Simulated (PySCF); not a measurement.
WO2Cl2 (singlet state).
Geometry (PBE0-D3(BJ)/def2-SVP, Å), atoms numbered from 1 in this order:
```
atom  x, y, z in Å
W1     0.0778   -0.0267    0.0404
O2     0.0250   -0.1195    1.7286
O3     1.7152   -0.0704   -0.3801
Cl4   -0.7995    1.9591   -0.6185
Cl5   -0.9437   -1.8530   -0.8325
```

Computed, not measured: PySCF, PBE0-D3(BJ)/def2-SVP geometry optimisation, gas phase, def2 core potentials past Kr.

Which atoms are bound to W1, and at what distances?

4 atoms: O3 1.691 Å, O2 1.692 Å, Cl5 2.267 Å, Cl4 2.269 Å.

List the angles at W1.

| angle | degrees | distance of the outer atoms (Å) |
| --- | --- | --- |
| Cl4–W1–Cl5 | 114.8 | 3.82 |
| O2–W1–Cl5 | 109.0 | 3.24 |
| O2–W1–Cl4 | 109.0 | 3.24 |
| O3–W1–Cl4 | 109.0 | 3.24 |
| O3–W1–Cl5 | 108.6 | 3.23 |
| O2–W1–O3 | 106.1 | 2.70 |

What is the shape at W1?

Distorted tetrahedral: angles from 106.1° to 114.8°; τ4 = (360° − α − β)/141° = 0.97 with α and β the two widest (0 for a square, 1 for a tetrahedron).

What are the rotational constants (commonest isotopes, rigid rotor)?

A = 2714, B = 1611, C = 1319 MHz: an asymmetric top.

Point group: C2v (every atom within 0.08 Å of its image). Charge 0, singlet. PBE0-D3(BJ)/def2-SVP frequencies: not computed here.

The run took 61 s wall on Arm Neoverse V2, one thread, no GPU, shared host with 96 logical CPUs at a one-minute load of 51, and the process peaked at 0.38 GiB of memory. This is the geometry optimisation.
